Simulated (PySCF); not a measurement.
C₄H₆BrF, SMILES C(/F)=C\CCBr.

The structure is a stationary point at PBE0-D3(BJ)/def2-SVP. The structure was generated by enumeration; whether it is a known compound was not checked. Other conformers were not sampled.

Computed with PySCF with PBE/def2-TZVP.

Symmetry labels are those of the subgroup Cs that the program uses (full group Cs).

**Question.** List the valence orbital energies around the gap with their symmetry. (An estimate is asked for; the answer gives what the named calculation found.)

**Answer.** 
| orbital | symmetry | energy (eV) |
|---|---|---|
| HOMO−7 | A' | -10.73 |
| HOMO−6 | A' | -9.85 |
| HOMO−5 | A" | -9.48 |
| HOMO−4 | A' | -9.14 |
| HOMO−3 | A' | -8.68 |
| HOMO−2 | A' | -6.78 |
| HOMO−1 | A" | -6.75 |
| HOMO | A" | -6.27 |
| LUMO | A' | -1.10 |
| LUMO+1 | A" | -0.81 |
| LUMO+2 | A' | 0.54 |
| LUMO+3 | A' | 0.63 |
